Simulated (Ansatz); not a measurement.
A nudged elastic band was laid between two geometries of CH2F3Si (7 atoms, charge 1, multiplicity 1).

These are results of Ansatz 0.2.0, RKS BHLYP/def2-mTZVP, not measurements.

```json
{
 "movable images": "5",
 "climbing image": "yes",
 "spring": "5.0 eV/Å²",
 "optimiser": "quadratic models (default)",
 "start path": "IDPP",
 "force threshold": "0.05 eV/Å",
 "iteration limit": "60",
 "end points": "relaxed"
}
```

Image 0:

```xyz
7
Properties=species:S:1:pos:R:3
F 0.156 -0.694 1.662
C 0.374 -0.666 0.368
F -0.106 -1.760 -0.190
F 1.669 -0.575 0.134
Si -0.493 0.865 -0.453
H -1.241 1.805 0.374
H -0.360 1.026 -1.896
```

Image 6:

```xyz
7
Properties=species:S:1:pos:R:3
F 0.873 -0.346 1.497
C 0.358 -0.694 0.331
F -0.513 -1.661 0.500
F 1.318 -1.093 -0.479
Si -0.483 0.880 -0.434
H -1.923 0.894 -0.666
H 0.369 2.020 -0.749
```

**Question.** What changes between the two ends?

**Answer.** No bond is made or broken. The dihedral F3–C2–Si5–H7 goes from -58 to -177°. The two ends are copies of one structure, up to a mirror image or an exchange of like atoms.

**Question.** Give the energies along the band, and the barrier.

**Answer.** The run converged. The highest image is number 0 of 0 to 6, 0.0 kJ/mol above the ends, which have the same energy within 2 meV. The highest image is an end point: on this band no image between the ends rises above it. Limits of this set-up: the dipole of an ion depends on the origin.

```tsv
image	path coordinate (Å)	energy (kJ/mol)	dihedral F3–C2–Si5–H7 (°)
0	0.00	0.0	-58
1	0.48	-0.1	-77
2	0.96	-0.1	-97
3	1.44	0.0	-118
4	1.91	-0.1	-140
5	2.38	-0.1	-160
6	2.86	0.0	-177
```

Run time: 2.2 min on 2 threads of Arm Neoverse N1, with other jobs on the host, peak memory 0.2 GiB.
